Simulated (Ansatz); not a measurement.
A first, cheap relaxation of `[SiH3]N[SiH2][SiH2]Cl`.

```yaml
crystal:
  periodic: [false, false, false]
  atoms:
    - {symbol: Si, position_ang: [-1.113900, -1.188000, 1.189300]}
    - {symbol: N, position_ang: [0.477000, -0.747100, 1.120000]}
    - {symbol: Si, position_ang: [0.928300, -0.253500, -0.448100]}
    - {symbol: Si, position_ang: [0.266200, 1.797300, -1.255300]}
    - {symbol: Cl, position_ang: [0.594600, 3.307500, 0.037500]}
    - {symbol: H, position_ang: [-1.968100, 0.043800, 0.764400]}
    - {symbol: H, position_ang: [-1.441800, -1.527200, 2.573700]}
    - {symbol: H, position_ang: [-1.362500, -2.280100, 0.277000]}
    - {symbol: H, position_ang: [1.031200, -1.533000, 1.449800]}
    - {symbol: H, position_ang: [2.443400, -0.215200, -0.343000]}
    - {symbol: H, position_ang: [0.632600, -1.357100, -1.355400]}
    - {symbol: H, position_ang: [0.865500, 2.135800, -2.528100]}
    - {symbol: H, position_ang: [-1.332200, 1.782100, -1.467100]}
basis:
  gaussian: {orbitals: def2-SVP}
hamiltonian: {xc: pbe, dispersion: d4}
relax: {f_tol: 0.03, max_steps: 200}
```

```sh
$ ansatz run in.yaml --threads 4 --pin off --events-out ev --progress --plain
```

It prints (some lines left out):

```
Functional definition: PBE
mean field -37744.69668281 eV, -1387.0920188189 hartree, gradient 1.8e-5 eV, S^2 0.000000; 0 other end points of the search recorded, 0 dependent functions left out
relax step   1: F+E_penalty+E_count = -37745.07749432 eV  Δ(F+E_penalty+E_count) = +0.000e0 eV  max|allowed force component| = 3.463e0 eV/Å  Δτ_max = 0.0000 Å  (28 SCF iters, accepted)
mean field -37745.45200009 eV, -1387.1197762172 hartree, gradient 1.2e-5 eV, S^2 0.000000; 0 other end points of the search recorded, 0 dependent functions left out
relax step   2: F+E_penalty+E_count = -37745.83016198 eV  Δ(F+E_penalty+E_count) = -7.527e-1 eV  max|allowed force component| = 1.746e0 eV/Å  Δτ_max = 0.1948 Å  (29 SCF iters, accepted)
mean field -37745.58599431 eV, -1387.1247004137 hartree, gradient 2.6e-5 eV, S^2 0.000000; 0 other end points of the search recorded, 0 dependent functions left out
relax step   3: F+E_penalty+E_count = -37745.95462664 eV  Δ(F+E_penalty+E_count) = -1.245e-1 eV  max|allowed force component| = 5.176e-1 eV/Å  Δτ_max = 0.1492 Å  (28 SCF iters, accepted)
mean field -37745.61833661 eV, -1387.1258889713 hartree, gradient 2.5e-5 eV, S^2 0.000000; 0 other end points of the search recorded, 0 dependent functions left out
relax step   4: F+E_penalty+E_count = -37745.98308515 eV  Δ(F+E_penalty+E_count) = -2.846e-2 eV  max|allowed force component| = 7.732e-1 eV/Å  Δτ_max = 0.2000 Å  (34 SCF iters, accepted)
mean field -37745.65046829 eV, -1387.1270697889 hartree, gradient 1.5e-5 eV, S^2 0.000000; 0 other end points of the search recorded, 0 dependent functions left out
relax step   5: F+E_penalty+E_count = -37746.02106133 eV  Δ(F+E_penalty+E_count) = -3.798e-2 eV  max|allowed force component| = 1.992e-1 eV/Å  Δτ_max = 0.1318 Å  (27 SCF iters, accepted)
mean field -37745.66333962 eV, -1387.1275428016 hartree, gradient 1.2e-5 eV, S^2 0.000000; 0 other end points of the search recorded, 0 dependent functions left out
relax step   6: F+E_penalty+E_count = -37746.03413156 eV  Δ(F+E_penalty+E_count) = -1.307e-2 eV  max|allowed force component| = 9.144e-2 eV/Å  Δτ_max = 0.1417 Å  (27 SCF iters, accepted)
mean field -37745.66823804 eV, -1387.1277228151 hartree, gradient 2.4e-5 eV, S^2 0.000000; 0 other end points of the search recorded, 0 dependent functions left out
relax step   7: F+E_penalty+E_count = -37746.03993389 eV  Δ(F+E_penalty+E_count) = -5.802e-3 eV  max|allowed force component| = 5.463e-2 eV/Å  Δτ_max = 0.0702 Å  (28 SCF iters, accepted)
mean field -37745.67292983 eV, -1387.1278952352 hartree, gradient 9.3e-6 eV, S^2 0.000000; 0 other end points of the search recorded, 0 dependent functions left out
relax step   8: F+E_penalty+E_count = -37746.04804637 eV  Δ(F+E_penalty+E_count) = -8.112e-3 eV  max|allowed force component| = 1.661e-1 eV/Å  Δτ_max = 0.1724 Å  (27 SCF iters, accepted)
mean field -37745.67473939 eV, -1387.1279617355 hartree, gradient 7.7e-6 eV, S^2 0.000000; 0 other end points of the search recorded, 0 dependent functions left out
relax step   9: F+E_penalty+E_count = -37746.05376705 eV  Δ(F+E_penalty+E_count) = -5.721e-3 eV  max|allowed force component| = 2.048e-1 eV/Å  Δτ_max = 0.1584 Å  (29 SCF iters, accepted)
mean field -37745.67835372 eV, -1387.1280945596 hartree, gradient 6.8e-6 eV, S^2 0.000000; 0 other end points of the search recorded, 0 dependent functions left out
relax step  10: F+E_penalty+E_count = -37746.06112577 eV  Δ(F+E_penalty+E_count) = -7.359e-3 eV  max|allowed force component| = 2.384e-1 eV/Å  Δτ_max = 0.1352 Å  (29 SCF iters, accepted)
mean field -37745.68183073 eV, -1387.1282223373 hartree, gradient 9.0e-6 eV, S^2 0.000000; 0 other end points of the search recorded, 0 dependent functions left out
relax step  11: F+E_penalty+E_count = -37746.06828921 eV  Δ(F+E_penalty+E_count) = -7.163e-3 eV  max|allowed force component| = 3.617e-1 eV/Å  Δτ_max = 0.1778 Å  (29 SCF iters, accepted)
mean field -37745.68238480 eV, -1387.1282426989 hartree, gradient 2.4e-5 eV, S^2 0.000000; 0 other end points of the search recorded, 0 dependent functions left out
relax step  12: F+E_penalty+E_count = -37746.07112474 eV  Δ(F+E_penalty+E_count) = -2.836e-3 eV  max|allowed force component| = 2.332e-1 eV/Å  Δτ_max = 0.0826 Å  (28 SCF iters, accepted)
mean field -37745.69077075 eV, -1387.1285508770 hartree, gradient 2.4e-5 eV, S^2 0.000000; 0 other end points of the search recorded, 0 dependent functions left out
relax step  13: F+E_penalty+E_count = -37746.07914261 eV  Δ(F+E_penalty+E_count) = -8.018e-3 eV  max|allowed force component| = 2.597e-2 eV/Å  Δτ_max = 0.0659 Å  (28 SCF iters, accepted)
mean field -37745.69187847 eV, -1387.1285915850 hartree, gradient 2.4e-5 eV, S^2 0.000000; 0 other end points of the search recorded, 0 dependent functions left out
relax step  14: F+E_penalty+E_count = -37746.08040243 eV  Δ(F+E_penalty+E_count) = -1.260e-3 eV  max|allowed force component| = 4.357e-2 eV/Å  Δτ_max = 0.0420 Å  (28 SCF iters, accepted)
mean field -37745.69150300 eV, -1387.1285777867 hartree, gradient 8.4e-6 eV, S^2 0.000000; 0 other end points of the search recorded, 0 dependent functions left out
relax step  15: F+E_penalty+E_count = -37746.08147169 eV  Δ(F+E_penalty+E_count) = -1.069e-3 eV  max|allowed force component| = 1.718e-1 eV/Å  Δτ_max = 0.1568 Å  (27 SCF iters, accepted)
mean field -37745.69360557 eV, -1387.1286550546 hartree, gradient 2.4e-5 eV, S^2 0.000000; 0 other end points of the search recorded, 0 dependent functions left out
relax step  16: F+E_penalty+E_count = -37746.08337035 eV  Δ(F+E_penalty+E_count) = -1.899e-3 eV  max|allowed force component| = 8.335e-2 eV/Å  Δτ_max = 0.0203 Å  (29 SCF iters, accepted)
mean field -37745.69484974 eV, -1387.1287007771 hartree, gradient 2.4e-5 eV, S^2 0.000000; 0 other end points of the search recorded, 0 dependent functions left out
relax step  17: F+E_penalty+E_count = -37746.08509693 eV  Δ(F+E_penalty+E_count) = -1.727e-3 eV  max|allowed force component| = 2.500e-2 eV/Å  Δτ_max = 0.0433 Å  (28 SCF iters, accepted)
mean field -37745.69430176 eV, -1387.1286806391 hartree, gradient 8.8e-6 eV, S^2 0.000000; 0 other end points of the search recorded, 0 dependent functions left out
relax step  18: F+E_penalty+E_count = -37746.08653977 eV  Δ(F+E_penalty+E_count) = -1.443e-3 eV  max|allowed force component| = 1.261e-1 eV/Å  Δτ_max = 0.1865 Å  (27 SCF iters, accepted)
mean field -37745.69418561 eV, -1387.1286763708 hartree, gradient 2.4e-5 eV, S^2 0.000000; 0 other end points of the search recorded, 0 dependent functions left out
relax step  19: F+E_penalty+E_count = -37746.08777764 eV  Δ(F+E_penalty+E_count) = -1.238e-3 eV  max|allowed force component| = 6.179e-2 eV/Å  Δτ_max = 0.0388 Å  (29 SCF iters, accepted)
mean field -37745.69613256 eV, -1387.1287479197 hartree, gradient 2.4e-5 eV, S^2 0.000000; 0 other end points of the search recorded, 0 dependent functions left out
relax step  20: F+E_penalty+E_count = -37746.08933237 eV  Δ(F+E_penalty+E_count) = -1.555e-3 eV  max|allowed force component| = 2.458e-2 eV/Å  Δτ_max = 0.0139 Å  (30 SCF iters, accepted)
mean field -37745.69626071 eV, -1387.1287526294 hartree, gradient 2.4e-5 eV, S^2 0.000000; 0 other end points of the search recorded, 0 dependent functions left out
relax step  21: F+E_penalty+E_count = -37746.08979034 eV  Δ(F+E_penalty+E_count) = -4.580e-4 eV  max|allowed force component| = 2.337e-2 eV/Å  Δτ_max = 0.0378 Å  (29 SCF iters, accepted)
mean field -37745.69626071 eV, -1387.1287526294 hartree, gradient 2.3e-5 eV, S^2 0.000000; 1 other end points of the search recorded, 0 dependent functions left out
Total energy: -37746.08983389 eV, -1387.1432161770 hartree
Atom 0 at    -1.212500    -1.000530     1.265855 Å, force    -0.017187     0.011055    -0.003322 eV/Å
Atom 1 at     0.433196    -1.143610     0.672391 Å, force     0.001474     0.001240    -0.006425 eV/Å
Atom 2 at     1.185394    -0.387602    -0.718323 Å, force    -0.002153     0.002099     0.000989 eV/Å
Atom 3 at     0.146835     1.683421    -1.158271 Å, force    -0.011221     0.023373     0.009226 eV/Å
Atom 4 at    -0.068728     2.646652     0.693928 Å, force     0.001524    -0.015525    -0.014409 eV/Å
Atom 5 at    -1.947879    -0.128594     0.286140 Å, force     0.009359    -0.015612     0.017503 eV/Å
Atom 6 at    -1.278723    -0.393081     2.643245 Å, force    -0.002968    -0.007241    -0.018630 eV/Å
Atom 7 at    -1.895508    -2.345015     1.328485 Å, force     0.007691     0.019069     0.004596 eV/Å
Atom 8 at     1.056549    -1.746135     1.219655 Å, force     0.007862    -0.011559     0.009578 eV/Å
Atom 9 at     2.634702    -0.119534    -0.402284 Å, force     0.002566    -0.003347    -0.000112 eV/Å
Atom 10 at     1.159439    -1.225790    -1.978124 Å, force    -0.003214     0.006107    -0.000070 eV/Å
Atom 11 at     1.017549     2.539880    -2.039108 Å, force     0.000808    -0.005096     0.004091 eV/Å
Atom 12 at    -1.210026     1.585240    -1.798889 Å, force     0.005458    -0.004562    -0.003015 eV/Å
Dipole moment:     0.140442    -0.282376    -0.078488 e Å
```

It took 31 s on 4 threads of a server CPU on a shared host, with 0.19 GiB of host memory at the peak.
